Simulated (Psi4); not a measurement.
C$_{2}$H$_{5}$O (SMILES C[CH]O), doublet, at a GFN2-xTB geometry, with bond 5-2 at 3.0 times its length; HF/6-31G* in Psi4.

Here is a job for Psi4.
```
memory 2 GB

molecule mol {
0 2
C     1.193090   -0.369288   -0.015504
C    -0.009327    0.480457   -0.155508
O    -1.205830   -0.086200    0.224876
H    -1.930074    0.518022    0.038963
H    -0.098302    2.882269   -2.322500
H     2.076997    0.248793    0.134788
H     1.065347   -1.035117    0.834592
H     1.370775   -0.990167   -0.903437
}

set {
  basis 6-31g*
  reference uhf
  stability_analysis check
  scf_type pk
}

energy('scf')
print_variables()
```

### Question
What does Psi4 print? Leave out banner, timings and long lists.

### Answer

```
   => Loading Basis Set <=

    Name: 6-31G*
    Role: ORBITAL
    Keyword: BASIS

         ---------------------------------------------------------
                                   SCF
               by Justin Turney, Rob Parrish, Andy Simmonett
                          and Daniel G. A. Smith
                              UHF Reference
         ---------------------------------------------------------

  ==> Geometry <==

    Molecular point group: c1
    Full point group: C1

    Geometry (in Angstrom), charge = 0, multiplicity = 2:

       Center              X                  Y                   Z               Mass
    ------------   -----------------  -----------------  -----------------  -----------------
         C            1.250331271585    -0.404633988387    -0.000177408651    12.000000000000
         C            0.047914271585     0.445111011613    -0.140181408651    12.000000000000
         O           -1.148588728415    -0.121545988387     0.240202591349    15.994914619570
         H           -1.872832728415     0.482676011613     0.054289591349     1.007825032230
         H           -0.041060728415     2.846923011613    -2.307173408651     1.007825032230
         H            2.134238271585     0.213447011613     0.150114591349     1.007825032230
         H            1.122588271585    -1.070462988387     0.849918591349     1.007825032230
         H            1.428016271585    -1.025512988387    -0.888110408651     1.007825032230

  Running in c1 symmetry.

  Rotational constants: A =      0.77155  B =      0.30786  C =      0.23186 [cm^-1]
  Rotational constants: A =  23130.40522  B =   9229.50373  C =   6951.03896 [MHz]
  Nuclear repulsion =   70.995567774335143

  Charge       = 0
  Multiplicity = 2
  Electrons    = 25
  Nalpha       = 13
  Nbeta        = 12

  ==> Algorithm <==

  SCF Algorithm Type is PK.
  DIIS enabled.
  MOM disabled.
  Fractional occupation disabled.
  Guess Type is SAD.
  Energy threshold   = 1.00e-06
  Density threshold  = 1.00e-06
  Integral threshold = 1.00e-12

  ==> Primary Basis <==

  Basis Set: 6-31G*
    Blend: 6-31G*
    Number of shells: 28
    Number of basis functions: 55
    Number of Cartesian functions: 55
    Spherical Harmonics?: false
    Max angular momentum: 2

  ==> Integral Setup <==

  Using in-core PK algorithm.
   Calculation information:
      Number of atoms:                   8
      Number of AO shells:              28
      Number of primitives:             65
      Number of atomic orbitals:        55
      Number of basis functions:        55

      Integral cutoff                 1.00e-12
      Number of threads:                 1

  Performing in-core PK
  Using 2373140 doubles for integral storage.
  We computed 79615 shell quartets total.
  Whereas there are 82621 unique shell quartets.

  ==> DiskJK: Disk-Based J/K Matrices <==

    J tasked:                  Yes
    K tasked:                  Yes
    wK tasked:                  No
    Schwarz Cutoff:          1E-12

  Minimum eigenvalue in the overlap matrix is 6.7518224019E-03.
  Reciprocal condition number of the overlap matrix is 1.0863053465E-03.
    Using symmetric orthogonalization.

  ==> Pre-Iterations <==

  SCF Guess: Superposition of Atomic Densities via on-the-fly atomic UHF (no occupation information).

   -------------------------
    Irrep   Nso     Nmo
   -------------------------
     A         55      55
   -------------------------
    Total      55      55
   -------------------------

  ==> Iterations <==

                        Total Energy        Delta E     RMS |[F,P]|

   @UHF iter SAD:  -152.26350676387239   -1.52264e+02   0.00000e+00
   @UHF iter   1:  -153.21604803476322   -9.52541e-01   6.48129e-03 ADIIS/DIIS
   @UHF iter   2:  -153.29924257324660   -8.31945e-02   2.92697e-03 ADIIS/DIIS
   @UHF iter   3:  -153.31389090332158   -1.46483e-02   1.01596e-03 ADIIS/DIIS
   @UHF iter   4:  -153.31741303269345   -3.52213e-03   3.26894e-04 ADIIS/DIIS
   @UHF iter   5:  -153.31782442510880   -4.11392e-04   1.18953e-04 ADIIS/DIIS
   @UHF iter   6:  -153.31790674556399   -8.23205e-05   6.50418e-05 DIIS
   @UHF iter   7:  -153.31795454041458   -4.77949e-05   5.97650e-05 DIIS
   @UHF iter   8:  -153.31798134736107   -2.68069e-05   6.21492e-05 DIIS
   @UHF iter   9:  -153.31781187546125    1.69472e-04   3.55261e-05 DIIS
   @UHF iter  10:  -153.31774739957240    6.44759e-05   8.52809e-06 DIIS
   @UHF iter  11:  -153.31774739198147    7.59093e-09   4.11419e-06 DIIS
   @UHF iter  12:  -153.31774743428471   -4.23032e-08   2.35745e-06 DIIS
   @UHF iter  13:  -153.31774748183526   -4.75505e-08   1.17964e-06 DIIS
   @UHF iter  14:  -153.31774749676626   -1.49310e-08   4.78263e-07 DIIS
  Energy and wave function converged.

    Negative totally symmetric eigenvalue detected: -0.042640
    Wavefunction unstable!
    Lowest UHF->UHF stability eigenvalues:
       A -0.042640

    Stability analysis over.

  ==> Post-Iterations <==

   @Spin Contamination Metric:   3.374741029E-04
   @S^2 Expected:                7.500000000E-01
   @S^2 Observed:                7.503374741E-01
   @S   Expected:                5.000000000E-01
   @S   Observed:                5.000000000E-01

    Orbital Energies [Eh]
    ---------------------

    Alpha Occupied:

       1A    -20.616327     2A    -11.293965     3A    -11.224930
       4A     -1.401488     5A     -1.016934     6A     -0.808293
       7A     -0.663047     8A     -0.603361     9A     -0.590010
      10A     -0.561124    11A     -0.532941    12A     -0.478663
      13A     -0.332651

    Alpha Virtual:

      14A      0.135761    15A      0.225477    16A      0.265490
      17A      0.315096    18A      0.326447    19A      0.421440
      20A      0.470384    21A      0.754996    22A      0.776691
      23A      0.791303    24A      0.795575    25A      0.850400
      26A      0.866016    27A      0.993105    28A      1.025996
      29A      1.083642    30A      1.124863    31A      1.151786
      32A      1.208346    33A      1.225703    34A      1.228860
      35A      1.373934    36A      1.535906    37A      1.615237
      38A      1.695809    39A      1.786273    40A      1.842287
      41A      2.031292    42A      2.044584    43A      2.251844
      44A      2.395321    45A      2.429764    46A      2.497617
      47A      2.625346    48A      2.690967    49A      2.777964
      50A      2.858816    51A      3.051762    52A      3.188681
      53A      4.112319    54A      4.486947    55A      4.746178

    Beta Occupied:

       1A    -20.616354     2A    -11.293400     3A    -11.224931
       4A     -1.401473     5A     -1.016746     6A     -0.808031
       7A     -0.662182     8A     -0.603097     9A     -0.590066
      10A     -0.561086    11A     -0.533078    12A     -0.331890

    Beta Virtual:

      13A      0.111884    14A      0.139555    15A      0.226076
      16A      0.265479    17A      0.315180    18A      0.326622
      19A      0.422788    20A      0.471156    21A      0.757692
      22A      0.778394    23A      0.791535    24A      0.821418
      25A      0.854738    26A      0.866362    27A      1.010360
      28A      1.083257    29A      1.124224    30A      1.147084
      31A      1.171052    32A      1.209751    33A      1.228282
      34A      1.229075    35A      1.374253    36A      1.536184
      37A      1.615423    38A      1.695875    39A      1.786847
      40A      1.842734    41A      2.031238    42A      2.044749
      43A      2.252390    44A      2.395988    45A      2.429789
      46A      2.497859    47A      2.625649    48A      2.691013
      49A      2.778308    50A      2.859067    51A      3.052182
      52A      3.188900    53A      4.112342    54A      4.487518
      55A      4.746428

    Final Occupation by Irrep:
              A
    DOCC [    12 ]
    SOCC [     1 ]
    NA   [    13 ]
    NB   [    12 ]

  @UHF Final Energy:  -153.31774749676626

   => Energetics <=

    Nuclear Repulsion Energy =             70.9955677743351430
    One-Electron Energy =                -348.8605444444651198
    Two-Electron Energy =                 124.5472291733637178
    Total Energy =                       -153.3177474967662590

  UHF NO Occupations:
  HONO-2 :   11  A 1.9999993
  HONO-1 :   12  A 1.9998324
  HONO-0 :   13  A 1.0000000
  LUNO+0 :   14  A 0.0001676
  LUNO+1 :   15  A 0.0000007
  LUNO+2 :   16  A 0.0000002
  LUNO+3 :   17  A 0.0000001

Computation Completed

Properties will be evaluated at   0.000000,   0.000000,   0.000000 [a0]

Properties computed using the SCF density matrix

 Multipole Moments:

 ------------------------------------------------------------------------------------
     Multipole            Electronic (a.u.)      Nuclear  (a.u.)        Total (a.u.)
 ------------------------------------------------------------------------------------

 L = 1.  Multiply by 2.5417464519 to convert [e a0] to [Debye]
 Dipole X            :         -2.6660096            2.5921615           -0.0738482
 Dipole Y            :         -1.5645561            1.3560000           -0.2085561
 Dipole Z            :          2.0188665           -2.0059315            0.0129350
 Magnitude           :                                                    0.2216225

 ------------------------------------------------------------------------------------

  Variable Map:
  ----------------------------------------------------------------------------
  "CURRENT ENERGY"           =>    -153.317747496766
  "CURRENT REFERENCE ENERGY" =>    -153.317747496766
  "DD SOLVATION ENERGY"      =>       0.000000000000
  "HF KINETIC ENERGY"        =>     152.952319248755
  "HF POTENTIAL ENERGY"      =>    -306.270066745521
  "HF TOTAL ENERGY"          =>    -153.317747496766
  "HF VIRIAL RATIO"          =>       2.002389164478
  "NUCLEAR REPULSION ENERGY" =>      70.995567774335
  "ONE-ELECTRON ENERGY"      =>    -348.860544444465
  "PCM POLARIZATION ENERGY"  =>       0.000000000000
  "PE ENERGY"                =>       0.000000000000
  "SCF ITERATION ENERGY"     =>    -153.317747496766
  "SCF ITERATIONS"           =>      14.000000000000
  "SCF TOTAL ENERGY"         =>    -153.317747496766
  "TWO-ELECTRON ENERGY"      =>     124.547229173364

  Array Variable Map:
  ----------------------------------------------------------------------------
  "CURRENT DIPOLE"           =>      -0.073848152091 ... 0.012934999141 1 by 3
  "SCF DIPOLE"               =>      -0.073848152091 ... 0.012934999141 1 by 3
  "SCF STABILITY EIGENVALUES" =>      -0.042639859031 ... -0.042639859031 1 by 1
  "SCF TOTAL ENERGIES"       =>    -152.263506763872 ... -153.317747496766 1 by 15
```
